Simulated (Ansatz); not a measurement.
Input for Ansatz (a first-principles code): R-RI-MP2/cc-pV(Q+d)Z on AlH3O3 (SMILES [OH][Al]([OH])[OH]), a point of a torsion scan. Files ending in .json are basis or fitting sets from the Basis Set Exchange.

Ansatz 0.2 input:
```yaml
crystal:
  periodic: [false, false, false]
  atoms:
    - {symbol: O, position_ang: [-1.41901988, -0.70733427, -0.11842985]}
    - {symbol: Al, position_ang: [-0.20233616, -0.13169332, -1.05927275]}
    - {symbol: O, position_ang: [0.95473023, -1.12702467, -1.72033279]}
    - {symbol: O, position_ang: [-0.12779485, 1.49354325, -1.38961533]}
    - {symbol: H, position_ang: [-1.97764473, -0.83788257, 0.62997722]}
    - {symbol: H, position_ang: [1.13550539, -2.05663327, -1.71691427]}
    - {symbol: H, position_ang: [0.46388735, 2.02025805, -1.90939357]}
basis:
  gaussian:
    orbitals: cc-pV_Q+d_Z.json
    fitting: {mean_field: def2-universal-JKFIT, correlation: cc-pVQZ-RIFIT.json}
magnetization: {spin_polarized: false}
correlation: {method: mp2, electrons: outside_noble_gas}
scf: {lower_state_search: off}
```

The head of its log:

```
WARN ansatz: RAYON_NUM_THREADS=1 ignored (pool sized by the plan → 1); use --threads N
Functional definition: HF
these checks for a lower state are left out or cut short: stability, starts, cluster_reference, orbital_swaps, neighbouring_geometries, increment
integrals: 0.34 GiB planned
413 factors; integrals over basis functions are off by at most 2.1e0 eV
mean field: 0.58 GiB planned
mean field evaluation 1: about -12743.9684 eV, gradient 6.3e1 eV
mean field evaluation 2: about -12747.7793 eV, gradient 4.2e1 eV
mean field evaluation 4: about -12750.3410 eV, gradient 4.9e-1 eV
mean field -12750.34232460 eV, -468.5664379367 hartree, gradient 1.6e-6 eV, S^2 0.000000; 0 other end points of the search recorded, 0 dependent functions left out
8 core orbitals not correlated
719 factors; their error is unknown
reference -12750.34232460 eV, -468.5664379367 hartree; 12, 12 occupied and 299, 299 virtual orbitals, 719 factors
```

Give the final energy of this run.

-469.4330 hartree.
